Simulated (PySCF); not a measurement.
Does the answer move with the share of exact exchange?

Compound: BrH6OPSi2.
Cartesian coordinates in Å at the PBE0-D3(BJ)/def2-SVP level; atoms count from 1:
```
atom  x, y, z in Å
P1     2.5726   -0.5438    0.7606
Si2    0.8192    0.4306   -0.2650
O3    -0.5555   -0.2109    0.4344
Si4   -2.1971   -0.1244    0.4272
Br5   -2.8950    0.5284   -1.5858
H6     2.5276   -1.7106   -0.0634
H7     3.5013    0.1313   -0.0938
H8     0.8872    1.9003   -0.0061
H9     0.7734    0.1867   -1.7362
H10   -2.6735    0.8856    1.4074
H11   -2.7592   -1.4710    0.6940
```

PySCF, def2-SVPD basis, density fitting, gas phase, PBE0-D3(BJ)/def2-SVP geometry; singlet excitations by full TDDFT with frozen cores, triplets by Tamm–Dancoff TDDFT and ionisation energies by ΔSCF, from the lowest of the holes tried. One functional is left out:

```tsv
functional	exact exchange (%)	HOMO energy (eV)	LUMO energy (eV)	lowest singlet excitation (eV)	lowest triplet excitation (eV)	mean polarisability (au)	vertical ionisation energy (eV)
LDA	0	-6.69	-1.38	5.39	5.21	111.6	10.35
PBE	0	-6.61	-1.15	5.53	5.25	109.7	9.68
PBE0	25	-7.72	-0.32	6.23	5.56	105.1	10.26
BHandHLYP	50	-8.68	0.51	6.62	5.74	101.6	9.76
```

Problem. Predict the row of B3LYP (20 % exact exchange) by straight lines through the other rows, and check it.

Solution. 
```tsv
property	line	computed	computed − line	PBE0 (25 %), for comparison
HOMO energy (eV)	-7.48	-7.49	-0.01	-7.72
LUMO energy (eV)	-0.54	-0.48	+0.06	-0.32
lowest singlet excitation (eV)	5.97	6.12	+0.15	6.23
lowest triplet excitation (eV)	5.45	5.56	+0.11	5.56
mean polarisability (au)	106.8	105.9	-0.9	105.1
vertical ionisation energy (eV)	10.01	9.76	-0.25	10.26
```

Problem. Which of these properties follows the share of exact exchange most closely, and which least?

Solution. Most closely the HOMO energy, least the vertical ionisation energy; the correlations over the tabulated rows are HOMO energy -0.999, LUMO energy 0.993, lowest triplet excitation 0.987, lowest singlet excitation 0.982, mean polarisability -0.979, vertical ionisation energy -0.263. The HOMO energy moves by -0.408 eV for every 10 %. Functionals with the same share still differ in their other parts: at 0 % LDA and PBE differ by 0.08 eV in it.
